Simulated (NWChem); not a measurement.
C₃H₇O₂, doublet; SMILES CC([O])CO

```xyz
12

C      1.3843    -0.7539     0.1199
C     -0.0763    -0.5336    -0.2658
O     -0.8688    -1.6055    -0.0270
C     -0.6726     0.7607     0.2901
O      0.0817     1.8390    -0.1908
H      1.4622    -0.9121     1.2069
H      1.7852    -1.6414    -0.3887
H      1.9820     0.1279    -0.1475
H     -0.1142    -0.4339    -1.3823
H     -0.6616     0.7009     1.3977
H     -1.7320     0.8032    -0.0281
H     -0.2371     2.6479     0.2191
```
Atoms are numbered in this order, from 1.

Results from NWChem. Pople sets run with spherical d functions. Spin-unrestricted. The geometry was optimised at PBE0/def2-SVP, spin-unrestricted. No frequency run checked for a minimum. No stability test was run on the SCF state. Vertical excitations in the gas phase; the lowest state need not have the same character in each row. Excited states of an open shell can be spin-contaminated.

```json
[
 {"level": "PBE/6-31G*, TDA", "lowest excitation (eV)": "0.50", "oscillator strength of that lowest state": "0.000", "lowest empty minus highest occupied level, either spin (eV)": "0.66"},
 {"level": "B3LYP/6-31G*, TDA", "lowest excitation (eV)": "0.45", "oscillator strength of that lowest state": "0.000", "lowest empty minus highest occupied level, either spin (eV)": "3.39"},
 {"level": "BHandHLYP/6-31G*, TDA", "lowest excitation (eV)": "0.41", "oscillator strength of that lowest state": "0.000", "lowest empty minus highest occupied level, either spin (eV)": "…"}
]
```

What belongs in the gaps?


- BHandHLYP/6-31G*, TDA, lowest empty minus highest occupied level, either spin (eV): 7.65
